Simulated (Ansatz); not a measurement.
Sn(OMe)H3 (CH6OSn), 9 atoms. Hardware: 4 threads of Intel Xeon on a shared host.

In the def2 sets Sn takes a core potential; there is no spin–orbit coupling. Correlated methods freeze 6 core orbitals; core or outer-core shells of Sn are correlated, in sets that lack core-valence functions.

Question: How many basis functions does each of these Ansatz runs have, and roughly what does it cost? r2SCANh-D4/def2-TZVP, charge 0 singlet, energy, from earlier orbitals; RPA@PBE/def2-TZVP, charge 0 singlet, energy, from earlier orbitals; LC-ωPBE (ω = 0.20 bohr⁻¹)/def2-TZVP, charge 1 doublet at the geometry of the charge 0 singlet, energy, from earlier orbitals; r2SCAN-D4/def2-TZVP, charge 0 singlet, energy, from earlier orbitals; MP2/def2-TZVP, charge 0 singlet, energy, from earlier orbitals; PBE0-D4/def2-SVP, charge 1 doublet at the geometry of the charge 0 singlet, energy with a search over starts; LC-ωPBE/def2-TZVP, charge 0 singlet, energy, from earlier orbitals; PBE-D4/def2-TZVP, charge 1 doublet at the geometry of the charge 0 singlet, energy, from earlier orbitals; LC-ωPBE (ω = 0.10 bohr⁻¹)/def2-TZVP, charge 0 singlet, energy, from earlier orbitals; CCSD(T)/def2-TZVPP, charge 0 singlet, energy, from earlier orbitals; LC-ωPBE (ω = 0.30 bohr⁻¹)/def2-TZVP, charge 0 singlet, energy, from earlier orbitals; PBE0-D4/def2-TZVP, charge 0 singlet, energy and forces, from earlier orbitals.

Answer: Other jobs shared the machine, so times can vary by a factor of up to 3. A dash marks memory too small to be measured apart from the calling script's.

| run | functions | fitting or Cholesky vectors | wall time | peak host memory (GiB) |
| --- | --- | --- | --- | --- |
| LC-ωPBE/def2-TZVP, charge 0 singlet, energy, from earlier orbitals | 148 | 983 | 2.6 s | – |
| LC-ωPBE (ω = 0.30 bohr⁻¹)/def2-TZVP, charge 0 singlet, energy, from earlier orbitals | 148 | 983 | 2.9 s | – |
| LC-ωPBE (ω = 0.10 bohr⁻¹)/def2-TZVP, charge 0 singlet, energy, from earlier orbitals | 148 | 983 | 2.9 s | – |
| r2SCAN-D4/def2-TZVP, charge 0 singlet, energy, from earlier orbitals | 148 | 983 | 3.2 s | – |
| PBE0-D4/def2-TZVP, charge 0 singlet, energy and forces, from earlier orbitals | 148 | 1056 | 3.5 s | – |
| MP2/def2-TZVP, charge 0 singlet, energy, from earlier orbitals | 148 | 1180 | 5 s | – |
| r2SCANh-D4/def2-TZVP, charge 0 singlet, energy, from earlier orbitals | 148 | 998 | 5.5 s | – |
| PBE-D4/def2-TZVP, charge 1 doublet at the geometry of the charge 0 singlet, energy, from earlier orbitals | 148 | 983 | 9 s | – |
| RPA@PBE/def2-TZVP, charge 0 singlet, energy, from earlier orbitals | 148 | 1180 | 9.1 s | – |
| PBE0-D4/def2-SVP, charge 1 doublet at the geometry of the charge 0 singlet, energy with a search over starts | 84 | 925 | 11 s | – |
| LC-ωPBE (ω = 0.20 bohr⁻¹)/def2-TZVP, charge 1 doublet at the geometry of the charge 0 singlet, energy, from earlier orbitals | 148 | 983 | 19 s | – |
| CCSD(T)/def2-TZVPP, charge 0 singlet, energy, from earlier orbitals | 196 | 1309 | 89 s | 2.6 |
